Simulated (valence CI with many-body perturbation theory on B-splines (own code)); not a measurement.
# Forbidden lines of Lu XXII

Computed by configuration interaction combined with many-body perturbation theory (CI+MBPT): four valence electrons over a frozen Dirac-Fock core [Kr] 4d10, a basis of 7 s, 7 p, 7 d, 7 f, 4 g, 2 h functions for each j, with the one-electron correlation potential Σ1 (screened to all orders), the two-electron term Σ2, the three-electron term Σ3, Breit, model QED; selected single and double excitations, second order for the rest, scaled by the run's own slope (own B-spline code, finite nucleus).

No measured spectrum was set against this ion. As an estimate, terms of the open shell hold to a few per cent of their energy, and close levels can change places.

Lines 1 to 50 of 120 in falling wavelength, among levels below 102.70 eV, chosen from the decays that carry over 1 % of a level's rate. Wavelengths and rates use the calculated energies, so an error of 2000 cm⁻¹ moves a line at 3426 nm by 69 % and its rate by three times that or more. Weak lines are less certain than strong ones. Lines between different terms over intervals too small for the method are left out, as are lines whose strength nearly cancels. Where a level lies close to another of its J and parity, the split of strength between their lines is uncertain. Intervals below about 2000 cm⁻¹, as at the head of this list, are uncertain by tens of per cent.

Names give the largest LS component (configuration and term), which can be under half, so a name can repeat, a term be missing and a line seem to break the LS rules; names also repeat where a configuration has a term twice. Letters in brackets count levels of one name in rising energy.

```csv
λ vac (nm),Upper,Lower,Type,A (s⁻¹),Branch %
5665,4f⁴ ⁵F_1,4f⁴ ⁵F_2,M1,3.61e-01,100.0
3426,4f⁴ ⁵S_2,4f⁴ ⁵F_3,M1,2.53e-01,3.0
2208,4f⁴ ⁵G_2,4f⁴ ⁵F_3,M1,7.88e-01,3.9
2028,4f⁴ ³P_1 [a],4f⁴ ³D_2 [a],M1,2.58e+00,1.3
1895,4f⁴ ³P_0 [a],4f⁴ ³P_1 [a],M1,3.73e+00,14.7
1509,4f⁴ ³H_6 [a],4f⁴ ⁵G_6,M1,2.32e+00,3.7
1461,4f⁴ ⁵G_3,4f⁴ ⁵F_3,M1,8.81e-01,1.7
1452,4f⁴ ⁵I_8,4f⁴ ⁵I_7,M1,1.13e+01,100.0
1372,4f⁴ ⁵F_3,4f⁴ ⁵F_2,M1,1.43e+01,78.5
1297,4f⁴ ⁵I_7,4f⁴ ⁵I_6,M1,2.75e+01,100.0
1281,4f⁴ ³H_6 [a],4f⁴ ⁵G_5,M1,1.11e+01,17.6
1185,4f⁴ ⁵S_2,4f⁴ ⁵F_1,M1,3.38e+00,39.9
1184,4f⁴ ⁵G_3,4f⁴ ³G_4 [a],M1,6.37e+00,12.4
1158,4f⁴ ⁵G_5,4f⁴ ⁵F_5 [b],M1,3.81e+00,2.2
1147,4f⁴ ⁵I_6,4f⁴ ⁵I_5,M1,4.69e+01,100.0
1094,4f⁴ ⁵G_5,4f⁴ ⁵G_4,M1,3.30e+01,18.9
1089,4f⁴ ⁵D_0,4f⁴ ³P_1 [a],M1,6.12e+00,29.7
1073,4f⁴ ⁵G_4,4f⁴ ⁵F_4,M1,3.34e+00,1.3
1057,4f⁴ ⁵I_5,4f⁴ ⁵I_4,M1,4.84e+01,100.0
1018,4f⁴ ⁵G_6,4f⁴ ⁵F_5 [b],M1,1.39e+01,10.8
1018,4f⁴ ⁵F_5 [b],4f⁴ ⁵F_4,M1,2.67e+01,16.4
994.9,4f⁴ ⁵G_2,4f⁴ ⁵F_1,M1,6.36e+00,31.4
979.7,4f⁴ ⁵S_2,4f⁴ ⁵F_2,M1,4.84e+00,57.1
975.8,4f⁴ ⁵F_4,4f⁴ ⁵F_3,M1,3.10e+01,19.1
972.7,4f⁴ ⁵F_5 [b],4f⁴ ⁵F_5 [a],M1,1.33e+01,8.2
936.5,4f⁴ ³D_3 [a],4f⁴ ³D_2 [a],M1,1.40e+01,12.4
878.6,4f⁴ ⁵F_5 [a],4f⁴ ³G_4 [a],M1,3.27e+01,38.1
846.3,4f⁴ ⁵G_2,4f⁴ ⁵F_2,M1,1.27e+01,63.0
844.3,4f⁴ ⁵F_4,4f⁴ ³G_4 [a],M1,2.69e+01,16.6
811.8,4f⁴ ³F_4 [a],4f⁴ ⁵F_5 [b],M1,2.90e+00,1.2
792.7,4f⁴ ³D_3 [a],4f⁴ ⁵G_4,M1,4.00e+00,3.5
786.1,4f⁴ ⁵G_4,4f⁴ ⁵G_3,M1,7.41e+01,28.2
707.5,4f⁴ ⁵G_3,4f⁴ ⁵F_2,M1,2.81e+01,54.8
682.2,4f⁴ ³D_2 [a],4f⁴ ⁵G_3,M1,1.15e+01,4.7
670.8,4f⁴ ³G_3 [a],4f⁴ ⁵G_3,M1,3.21e+00,1.7
635.2,4f⁴ ³L_8,4f⁴ ³M_8,M1,1.44e+01,13.8
589.9,4f⁴ ³M_9,4f⁴ ³M_8,M1,6.48e+01,65.8
589.1,4f⁴ ³D_2 [a],4f⁴ ⁵G_2,M1,2.34e+01,9.5
580.5,4f⁴ ³G_3 [a],4f⁴ ⁵G_2,M1,1.08e+02,58.5
538.0,4f⁴ ³D_2 [a],4f⁴ ⁵S_2,M1,4.40e+01,17.9
537.5,4f⁴ ³K_8 [a],4f⁴ ³M_8,M1,1.06e+02,43.2
530.9,4f⁴ ³G_3 [a],4f⁴ ⁵S_2,M1,9.80e+00,5.3
528.5,4f⁴ ⁵G_5,4f⁴ ⁵F_5 [a],M1,2.38e+01,13.6
507.3,4f⁴ ³L_7 [b],4f⁴ ³L_7 [a],M1,7.28e+01,22.2
497.5,4f⁴ ⁵G_6,4f⁴ ⁵F_5 [a],M1,5.50e+01,42.8
496.4,4f⁴ ³L_8,4f⁴ ³L_7 [a],M1,8.51e+01,81.3
482.4,4f⁴ ³M_8,4f⁴ ⁵I_8,M1,8.49e+01,63.5
472.5,4f⁴ ⁵G_4,4f⁴ ³G_4 [a],M1,5.10e+01,19.4
465.0,4f⁴ ³D_2 [a],4f⁴ ⁵F_3,M1,8.29e+01,33.8
461.6,4f⁴ ⁵F_5 [b],4f⁴ ³G_4 [a],M1,1.56e+01,9.6
```
